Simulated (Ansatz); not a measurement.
`N[Si](N)(N)F`, charge 0, multiplicity 1.

(1) Give a relaxed structure at PBE0-D4/def2-TZVP (Ansatz). (Estimate.)

Results:

(1) The calculation gave: 
```xyz
11

N     0.879    0.675   -1.187
Si    0.188    0.091    0.250
N    -1.360    0.755    0.468
N     0.110   -1.606    0.225
F     1.115    0.535    1.486
H     1.339    1.566   -1.251
H     1.170    0.035   -1.904
H    -1.749    1.372   -0.223
H    -1.799    0.847    1.367
H     0.882   -2.195    0.484
H    -0.776   -2.075    0.285
```
Point group C3.
This is one stationary point; other conformers may exist.
